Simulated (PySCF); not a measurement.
# TeH⁻: from constants to spectrum

RHF-CCSD(T) constants of TeH⁻, ¹Σ⁺ (singlet), closed shell (PySCF, scalar-relativistic core potentials, basis sets Te aug-cc-pVDZ-PP with ECP28, H aug-cc-pVDZ; masses 129.9062 and 1.0078 u):

| Property | Result |
| --- | --- |
| ωe | 2046.9 cm⁻¹ |
| ωexe | 38.8 cm⁻¹ |
| Be | 6.0083 cm⁻¹ |
| αe | 0.169 cm⁻¹ |
| D (centrifugal) | 0.000207 cm⁻¹ |

Problem. Give the band origin of the fundamental and the first lines of its P and R branches.

Solution. ν0 = ωe − 2ωexe = 1969.3 cm⁻¹, B0 = 5.9238, B1 = 5.7548 cm⁻¹.

```json
{"J″": "0", "P(J″) − ν0": "", "R(J″) − ν0": "11.509"}
{"J″": "1", "P(J″) − ν0": "-11.847", "R(J″) − ν0": "22.675"}
{"J″": "2", "P(J″) − ν0": "-24.027", "R(J″) − ν0": "33.492"}
{"J″": "3", "P(J″) − ν0": "-36.534", "R(J″) − ν0": "43.957"}
{"J″": "4", "P(J″) − ν0": "-49.365", "R(J″) − ν0": "54.065"}
{"J″": "5", "P(J″) − ν0": "-62.515", "R(J″) − ν0": "63.809"}
{"J″": "6", "P(J″) − ν0": "-75.977", "R(J″) − ν0": "73.185"}
```

Problem. Near which J would the R branch turn back, without centrifugal distortion?

Solution. At J ≈ (B0 + B1)/(2(B0 − B1)) − 1 ≈ 34.

Correlated steps freeze 4 core orbitals. Spin–orbit coupling is left out, which matters for elements this heavy, above all for dissociation energies.
